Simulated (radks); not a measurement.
Values are calculated unless marked as measured or tabulated.
Charge is removed step by step from the 2s down level of the argon ion Ar6+, starting from [He] 2s(up 1, down 1) 2p6 3s2. Code: a radial shooting solver on a logarithmic mesh with Libxc functionals. Model: scalar-relativistic Kohn-Sham, PBE, spin-polarised, spherical densities, point nucleus.

removed (e)  E - E(0) (eV)  eigenvalue (eV)  E minus straight line (eV)
0                    0.000          -409.81                       0.000
0.1                 41.214          -414.55                      -2.144
0.2                 82.902          -419.29                      -3.814
0.3                 125.06          -424.05                      -5.009
0.4                 167.70          -428.82                      -5.727
0.5                 210.82          -433.59                      -5.969
0.6                 254.41          -438.37                      -5.733
0.7                 298.49          -443.15                      -5.019
0.8                 343.04          -447.95                      -3.826
0.9                 388.07          -452.74                      -2.153
1                   433.58          -457.55                       0.000

Removing the whole electron costs 433.58 eV by Delta-SCF, against 409.81 eV from minus the eigenvalue at the starting occupation. Slater's transition state (half an electron removed) gives 433.59 eV. Integrating minus the eigenvalue over the occupation (Janak's theorem) gives 433.62 eV. In this scalar-relativistic scheme the density is built from large components alone, so the theorem holds only approximately. The mean slope of the eigenvalue, de/dn, is 47.7 eV per electron.
